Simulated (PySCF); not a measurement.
A structure optimised at PBE-D3(BJ)/def2-SVP, used in a PySCF frequency run:

```xyz
7

Ta    -0.0611    -0.0066     0.0000
Cl    -1.2074    -0.0720     1.9965
Cl     0.0488     2.3258     0.0000
Cl     0.2842    -2.3228     0.0000
Cl    -1.2074    -0.0720    -1.9965
S      2.3232     0.2469     0.0000
H      2.6787    -1.0703     0.0000
```
Charge 0, spin multiplicity 1.

**Question.** Write its SMILES, formula and point group.

**Answer.** [SH][Ta]([Cl])([Cl])([Cl])[Cl], Cl4HSTa, Cs

**Question.** What are its rotational constants (standard atomic weights)?

**Answer.** 0.88721, 0.75524, 0.75028 GHz
